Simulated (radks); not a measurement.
Values are calculated unless marked as measured or tabulated.
Problem. Orbital eigenvalues (eV) of the promethium ion Pm+, [Xe] 4f5 6s1, of relativity; Dirac values are averaged over j with weights 2j + 1. Spin-unpolarised spherical Kohn-Sham, PBEsol, point nucleus unless stated (finite: rms radius 4.962 fm), a radial shooting solver on a logarithmic mesh with Libxc functionals. A level marked "c x" has the speed of light scaled by that factor and shares open shells by 2j + 1; other Dirac levels either fill j = l - 1/2 first or share by 2j + 1.

shell  non-rel.
2s      -6701.7
2p      -6359.1
3s      -1460.5
3p      -1310.0
3d      -1029.6
4s      -289.97
4p      -232.53
4d      -130.96
5s      -43.162
5p      -28.040
4f      -11.147
6s      -7.8562

Give the values at the level "Dirac, 2j+1 shares, finite nucleus".

Solution. 
shell  Dirac, 2j+1 shares, finite nucleus  change of magnitude (%)
2s                                -7312.3                    +9.11
2p                                -6552.9                    +3.05
3s                                -1599.0                    +9.48
3p                                -1358.2                    +3.68
3d                                -1017.6                    -1.16
4s                                -322.49                   +11.22
4p                                -243.03                    +4.51
4d                                -128.45                    -1.92
5s                                -47.912                   +11.00
5p                                -28.855                    +2.90
4f                                -8.1926                   -26.50
6s                                -8.3060                    +5.73
